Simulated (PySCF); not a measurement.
**Nuclear quadrupole coupling in `CC/C=C(\[SiH2][SiH3])[S@@](C)=O`**

C₅H₁₄OSSi₂.
Numbering: `[CH3:1][CH2:2]/[CH:3]=[C:4](\[SiH2:5][SiH3:6])[S@@:7]([CH3:8])=[O:9]` (hydrogens: H10, H11, H12 on C1; H13, H14 on C2; H15 on C3; H16, H17 on Si5; H18, H19, H20 on Si6; H21, H22, H23 on C8)

Structure used (GFN2-xTB), in Å, numbered top down from 1:
```
atom  x, y, z in Å
C1     3.3549   -0.1446    0.6670
C2     2.0570   -0.9447    0.7783
C3     0.8955   -0.0392    1.0254
C4    -0.2016    0.0635    0.2886
Si5   -0.8924   -0.9212   -1.1772
Si6   -3.0504   -1.5805   -0.6900
S7    -1.4047    1.2936    0.8548
C8    -0.8110    2.6249   -0.2771
O9    -2.6939    0.8483    0.2857
H10    3.5372    0.4218    1.5783
H11    3.2976    0.5522   -0.1662
H12    4.1976   -0.8113    0.5014
H13    1.8965   -1.5208   -0.1313
H14    2.1409   -1.6416    1.6175
H15    1.0126    0.6060    1.8935
H16   -0.7308    0.0110   -2.3108
H17    0.0905   -1.9814   -1.4418
H18   -3.2791   -1.7581    0.7435
H19   -4.0755   -0.7478   -1.3066
H20   -3.2313   -2.9277   -1.2751
H21    0.2238    2.8379   -0.0354
H22   -0.9084    2.2854   -1.3014
H23   -1.4296    3.5011   -0.1110
```

Field gradients from the PBE0/pcSseg-1 density (PySCF, non-relativistic), principal values in atomic units, ordered |Vxx| ≤ |Vyy| ≤ |Vzz|:

```json
{"atom": "S7", "Vxx": "0.8062", "Vyy": "1.1825", "Vzz": "-1.9888"}
{"atom": "O9", "Vxx": "-0.6298", "Vyy": "-1.1252", "Vzz": "1.7550"}
```

Task: Find the asymmetry η = (Vxx − Vyy)/Vzz and the couplings χ = eQV/h (234.96 MHz × Q in barn × V in au), with Q(33S) = −0.0678 b, Q(17O) = −0.0256 b.

Result: 
```
atom      environment  nucleus     η  χzz (MHz)  χxx (MHz)  χyy (MHz)
  S7  sulfinyl sulfur      33S  0.19      31.68     -12.84     -18.84
  O9  sulfinyl oxygen      17O  0.28     -10.56       3.79       6.77
```

Task: What is Vzz at O9 in SI units (1 au = 9.71736 × 10²¹ V/m²)?

Result: 1.7550 au = 17.054 × 10²¹ V/m².

Task: And the gradient at the other heavy atoms, for which no coupling is worked out here?

Result: 
```tsv
atom	environment	Vzz (au)	η
C1	methyl carbon	0.079	0.13
C2	allylic carbon	-0.081	0.68
C3	alkene CH carbon	0.378	0.35
C4	fully substituted alkene carbon	-0.316	0.20
Si5	SiH2 silicon	0.325	0.81
Si6	SiH3 silicon	-0.202	0.87
C8	S-methyl carbon	0.233	0.12
```

Task: What couplings would deuterons (Q(2H) = 0.00286 b) have in place of the hydrogens, at this geometry?

Result: 
```
atom  bonded to  bond length (Å)  Vzz (au)     η  χzz (kHz)
 H10         C1            1.088    0.3129  0.03        210
 H11         C1            1.088    0.3135  0.02        211
 H12         C1            1.087    0.3157  0.02        212
 H13         C2            1.089    0.3048  0.03        205
 H14         C2            1.094    0.3000  0.02        202
 H15         C3            1.088    0.3085  0.07        207
 H16        Si5            1.477    0.1571  0.04        106
 H17        Si5            1.470    0.1606  0.03        108
 H18        Si6            1.462    0.1673  0.04        112
 H19        Si6            1.458    0.1706  0.04        115
 H20        Si6            1.480    0.1526  0.01        103
 H21         C8            1.084    0.3189  0.04        214
 H22         C8            1.083    0.3171  0.04        213
 H23         C8            1.085    0.3162  0.04        213
```

Geometry: GFN2-xTB, one conformer, isolated molecule. GFN2-xTB bond lengths can be off by several hundredths of an ångström, more for odd bonds, and the gradients follow them. With so small a basis the couplings can be 20 % off.
